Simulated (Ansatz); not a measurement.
Born–Oppenheimer molecular dynamics of C2H9NSi (13 atoms, charge 0, multiplicity 1). It starts from a relaxed structure.

Theory: RKS B3LYP/STO-3G (Ansatz).

```
ensemble        : NVT, Langevin thermostat
time step       : 0.5 fs
steps asked     : 166
set temperature : 300 K
friction        : 0.01 /fs
masses          : H 2.014 u
seed            : 217429
```

First frame:

```xyz
13
Properties=species:S:1:pos:R:3
Si 0.014 -0.064 -0.001
H 0.278 -0.081 1.418
H 1.205 0.279 -0.743
H -1.002 0.939 -0.271
N -0.467 -1.710 -0.482
C -1.629 -2.267 0.287
H -1.426 -2.186 1.369
H -2.598 -1.760 0.079
H -1.756 -3.338 0.040
C -0.698 -1.881 -1.955
H -1.596 -1.347 -2.340
H 0.183 -1.514 -2.511
H -0.829 -2.955 -2.187
```

How far do the bonds stretch over the last three quarters of this one trajectory? (Pairs bonded in most of those frames.)


| bond | mean (Å) | spread (Å) | shortest | longest |
| --- | --- | --- | --- | --- |
| Si1–H2 | 1.447 | 0.012 | 1.42 | 1.47 |
| Si1–H3 | 1.447 | 0.027 | 1.41 | 1.49 |
| Si1–H4 | 1.455 | 0.018 | 1.42 | 1.49 |
| Si1–N5 | 1.793 | 0.045 | 1.72 | 1.85 |
| N5–C6 | 1.511 | 0.041 | 1.45 | 1.58 |
| N5–C10 | 1.506 | 0.021 | 1.48 | 1.55 |
| C6–H7 | 1.108 | 0.013 | 1.07 | 1.13 |
| C6–H8 | 1.114 | 0.018 | 1.07 | 1.15 |
| C6–H9 | 1.105 | 0.016 | 1.07 | 1.14 |
| C10–H11 | 1.114 | 0.016 | 1.08 | 1.14 |
| C10–H12 | 1.108 | 0.028 | 1.05 | 1.16 |
| C10–H13 | 1.111 | 0.030 | 1.06 | 1.16 |

Mean temperature of the second half: 206 K. The mean temperature of the second half is 31 % below the set value. A run of 0.083 ps of so small a system gives no equilibrium averages. Limits of this set-up: minimal basis.

Time of the run: 3.2 min on 1 thread of Intel(R) Xeon(R) 6975P-C (Granite Rapids), on a shared host, peak memory 0.11 GiB.
